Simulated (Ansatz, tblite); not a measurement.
Cost and result up the ladder for [NbOCl4]- (NbCl4O⁻) (6 atoms). The state is a singlet with charge -1. Geometry: B3LYP-D4/def2-SVPD.

```tsv
atom	x (Å)	y (Å)	z (Å)
Nb1	-0.043	0.078	-0.065
O2	-0.699	1.274	-1.070
Cl3	-0.805	-1.995	-1.044
Cl4	-1.734	-0.266	1.625
Cl5	1.175	1.320	1.611
Cl6	2.105	-0.412	-1.056
```

Ansatz on 4 threads of Intel Xeon on a shared host; xTB runs through tblite on one thread. Times are rough, summed over both states, and most runs start from the orbitals of an earlier one. PBE-QIDH/def2-TZVPD serves as the yardstick here, not as an exact answer. The other state is a doublet.

In the def2 sets Nb takes a core potential; there is no spin–orbit coupling. The xTB rows come from tblite. Correlated methods freeze 21 core orbitals; core or outer-core shells of Nb are correlated, in sets that lack core-valence functions.

Second-order perturbation terms are unreliable where d shells bring near-degenerate states, and here PBE-QIDH/def2-TZVPD lies more than 0.4 eV from the median of the functionals without such a term.

Correlated methods converge slowly with the basis.

Raw xTB energies of ions are shifted by several eV.

```json
{"level": "GFN1-xTB", "functions": "49", "wall time": "0.022 s"}
{"level": "GFN2-xTB", "functions": "49", "wall time": "0.025 s"}
{"level": "PBE-D4/def2-TZVPD (with forces)", "functions": "264", "wall time": "9.3 s"}
{"level": "PBE0-D4/def2-TZVPD", "functions": "264", "wall time": "22 s"}
{"level": "PBE-QIDH/def2-TZVPD", "functions": "264", "wall time": "48 s"}
```

Estimate what each level gives for the vertical IE (eV).


```json
{"level": "GFN1-xTB", "vertical IE (eV)": "10.96", "difference from PBE-QIDH/def2-TZVPD (eV)": "4.37", "remarks": "–"}
{"level": "GFN2-xTB", "vertical IE (eV)": "10.29", "difference from PBE-QIDH/def2-TZVPD (eV)": "3.69", "remarks": "–"}
{"level": "PBE-D4/def2-TZVPD (with forces)", "vertical IE (eV)": "5.37", "difference from PBE-QIDH/def2-TZVPD (eV)": "-1.22", "remarks": "–"}
{"level": "PBE0-D4/def2-TZVPD", "vertical IE (eV)": "5.95", "difference from PBE-QIDH/def2-TZVPD (eV)": "-0.65", "remarks": "–"}
{"level": "PBE-QIDH/def2-TZVPD", "vertical IE (eV)": "6.60", "difference from PBE-QIDH/def2-TZVPD (eV)": "0.00", "remarks": "test for broken spin undecided (-1 singlet)"}
```
